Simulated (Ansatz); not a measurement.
Input file for Ansatz (a quantum-chemistry and plane-wave program): R-RI-MP2/cc-pV(Q+d)Z on BH5O2Si (SMILES OB(O)[SiH3]), a point of a torsion scan. Files ending in .json are basis or fitting sets from the Basis Set Exchange.

Ansatz 0.2 input:
```yaml
crystal:
  periodic: [false, false, false]
  atoms:
    - {symbol: O, position_ang: [-1.45204927, -1.09730120, -0.13444323]}
    - {symbol: B, position_ang: [-0.69366641, -0.00337442, 0.08769102]}
    - {symbol: O, position_ang: [-1.36999358, 1.13445052, 0.42640412]}
    - {symbol: Si, position_ang: [1.26459725, -0.18328794, -0.10083119]}
    - {symbol: H, position_ang: [-2.39761795, -0.96469654, -0.03108527]}
    - {symbol: H, position_ang: [-0.85983488, 1.92513431, 0.58968123]}
    - {symbol: H, position_ang: [1.70572257, -0.59983967, -1.43750901]}
    - {symbol: H, position_ang: [1.87363266, -1.13597678, 0.83560399]}
    - {symbol: H, position_ang: [1.96392450, 1.09461676, 0.15019382]}
basis:
  gaussian:
    orbitals: cc-pV_Q+d_Z.json
    fitting: {mean_field: def2-universal-JKFIT, correlation: cc-pVQZ-RIFIT.json}
magnetization: {spin_polarized: false}
correlation: {method: mp2, electrons: outside_noble_gas}
scf: {lower_state_search: off}
```

Program output:

```
WARN ansatz: RAYON_NUM_THREADS=1 ignored (pool sized by the plan → 1); use --threads N
Functional definition: HF
these checks for a lower state are left out or cut short: stability, starts, cluster_reference, orbital_swaps, neighbouring_geometries, increment
integrals: 0.50 GiB planned
447 factors; integrals over basis functions are off by at most 6.0e0 eV
mean field: 0.80 GiB planned
mean field evaluation 1: about -12688.7477 eV, gradient 4.5e1 eV
mean field evaluation 2: about -12691.6657 eV, gradient 2.8e1 eV
mean field evaluation 4: about -12692.8744 eV, gradient 6.1e-1 eV
mean field -12692.87643182 eV, -466.4546053286 hartree, gradient 2.4e-6 eV, S^2 0.000000; 0 other end points of the search recorded, 0 dependent functions left out
8 core orbitals not correlated
829 factors; their error is unknown
reference -12692.87643182 eV, -466.4546053286 hartree; 12, 12 occupied and 359, 359 virtual orbitals, 829 factors
second order -20.72961705 eV of doubles, -0.00000000 eV of singles
Total energy: -12713.60604886 eV, -467.2164047041 hartree
Checks for a lower state left out: stability, starts, cluster_reference, orbital_swaps, neighbouring_geometries, increment
```

The calculation finished and met its thresholds.

Cost: very roughly 5 core-seconds.
